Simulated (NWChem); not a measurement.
Molecule: C5H5F; SMILES C1=C(F)C=CC1

```xyz
11

F      0.0245    -2.0645     0.0000
C     -0.0347    -0.7412     0.0000
C     -1.1474     0.0172     0.0000
C     -0.7043     1.4449     0.0000
C      0.7921     1.3694     0.0000
C      1.1738     0.0763     0.0000
H     -2.1779    -0.3340     0.0000
H     -1.0776     1.9994     0.8815
H     -1.0776     1.9994    -0.8815
H      1.4476     2.2411     0.0000
H      2.1880    -0.3247     0.0000
```
Atoms are numbered in this order, from 1.

Results from NWChem. Pople sets run with spherical d functions. The geometry was optimised at PBE0/def2-SVP. Total energies compare along this basis series because the functional is fixed.

```csv
level,basis functions,energy (Ha),highest occupied level (eV),orbital gap (eV),dipole (D),relative time
B3LYP/STO-3G,35,-289.5149,-3.80,5.87,0.83,1
B3LYP/3-21G,64,-291.7342,-5.96,5.53,1.74,1
B3LYP/6-31G*,94,-293.3283,-5.88,5.45,1.64,4
B3LYP/6-31+G*,118,-293.3460,-6.25,5.37,2.02,10
B3LYP/6-311G**,138,-293.4162,-6.18,5.42,1.80,10
B3LYP/6-311++G**,167,-293.4232,-6.33,5.36,2.03,20
```

Times are rough ratios from one shared machine.
